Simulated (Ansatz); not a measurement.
CH₅GaO₂Si, SMILES `O[SiH2][CH]1[O][GaH]1`, relaxed with RKS PBE0-D4/def2-TZVP in Ansatz 0.2.0 from a GFN2-xTB geometry. The force threshold is 0.005 eV/Å; the program also tests the step.

Charge 0, multiplicity 1.

Start:

```xyz
10

O     0.000    1.513    0.427
Si    0.750    0.122    0.919
C    -0.026   -1.114   -0.278
O    -1.273   -1.116   -0.523
Ga   -0.486    0.440   -1.838
H    -0.090    2.243    1.040
H     2.198    0.247    0.730
H     0.378   -0.101    2.319
H     0.543   -2.023   -0.532
H    -1.996   -0.210   -2.263
```

```json
{"step": "1", "energy (eV)": "-65454.0479", "largest force (eV/Å)": "0.781", "largest move (Å)": "0.000"}
{"step": "2", "energy (eV)": "-65454.3213", "largest force (eV/Å)": "0.399", "largest move (Å)": "0.194"}
{"step": "3", "energy (eV)": "-65454.4319", "largest force (eV/Å)": "0.366", "largest move (Å)": "0.195"}
{"step": "4", "energy (eV)": "-65454.4706", "largest force (eV/Å)": "0.285", "largest move (Å)": "0.158"}
{"step": "5", "energy (eV)": "-65454.4989", "largest force (eV/Å)": "0.582", "largest move (Å)": "0.119"}
{"step": "6", "energy (eV)": "-65454.5456", "largest force (eV/Å)": "1.727", "largest move (Å)": "0.195"}
{"step": "7", "energy (eV)": "-65454.6108", "largest force (eV/Å)": "1.960", "largest move (Å)": "0.129"}
{"step": "8", "energy (eV)": "-65454.6973", "largest force (eV/Å)": "2.153", "largest move (Å)": "0.195"}
{"step": "9", "energy (eV)": "-65454.8019", "largest force (eV/Å)": "1.399", "largest move (Å)": "0.158"}
{"step": "10 (rejected)", "energy (eV)": "-65454.7047", "largest force (eV/Å)": "1.506", "largest move (Å)": "0.200"}
{"step": "11", "energy (eV)": "-65454.8741", "largest force (eV/Å)": "0.367", "largest move (Å)": "0.097"}
{"step": "12", "energy (eV)": "-65454.8789", "largest force (eV/Å)": "0.200", "largest move (Å)": "0.038"}
{"step": "13 (rejected)", "energy (eV)": "-65454.8586", "largest force (eV/Å)": "0.456", "largest move (Å)": "0.077"}
{"step": "14", "energy (eV)": "-65454.8858", "largest force (eV/Å)": "0.096", "largest move (Å)": "0.038"}
{"step": "15", "energy (eV)": "-65454.8867", "largest force (eV/Å)": "0.074", "largest move (Å)": "0.060"}
{"step": "16", "energy (eV)": "-65454.8879", "largest force (eV/Å)": "0.054", "largest move (Å)": "0.012"}
{"step": "17", "energy (eV)": "-65454.8882", "largest force (eV/Å)": "0.026", "largest move (Å)": "0.011"}
{"step": "18", "energy (eV)": "-65454.8883", "largest force (eV/Å)": "0.008", "largest move (Å)": "0.005"}
{"step": "19 (rejected)", "energy (eV)": "-65454.8883", "largest force (eV/Å)": "0.011", "largest move (Å)": "0.004"}
{"step": "20", "energy (eV)": "-65454.8883", "largest force (eV/Å)": "0.001", "largest move (Å)": "0.002"}
```

End:

```xyz
10

O    -0.057    1.371    0.179
Si    0.854    0.056    0.846
C     0.140   -1.218   -0.251
O    -1.301   -1.195   -0.099
Ga   -0.802    0.068   -1.368
H    -0.629    1.853    0.784
H     2.292    0.362    0.643
H     0.506    0.078    2.293
H     0.588   -2.159   -0.561
H    -1.591    0.784   -2.466
```

Hardware: 4 threads of an AMD EPYC 9R05 on a shared host. Wall time 29 s, peak host memory 0.69 GiB.
